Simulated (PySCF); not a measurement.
## K2Te: one-bond stretch

All numbers come from PBE0/[Te def2-TZVP with ECP28, K def2-TZVP], scalar-relativistic core potentials, density fitting, no spin–orbit coupling, PySCF.

Rigid scan from the singlet minimum (Te–K 3.058 Å (×2); K–Te–K 180.0°). Coordinate: the bond from Te to the last atom (K) scaled, the rest fixed. Energies in kJ/mol from the minimum.

| scale of one bond | E (kJ/mol) | dipole size (D) |
| --- | --- | --- |
| 0.92 | 14.4 | 0.90 |
| 0.96 | 3.1 | 0.46 |
| 1.00 | 0.0 | 0.00 |
| 1.05 | 3.7 | 0.59 |
| 1.12 | 17.6 | 1.44 |
| 1.20 | 39.6 | 2.38 |
| 1.35 | 84.6 | 3.96 |
| 1.55 | 137.5 | – |
| 1.80 | 185.6 | – |
| 2.20 | 229.7 | – |

At long bonds a restricted determinant can lie too high, and another spin state can fall below this curve.

Other isomers or separated fragments may lie lower.
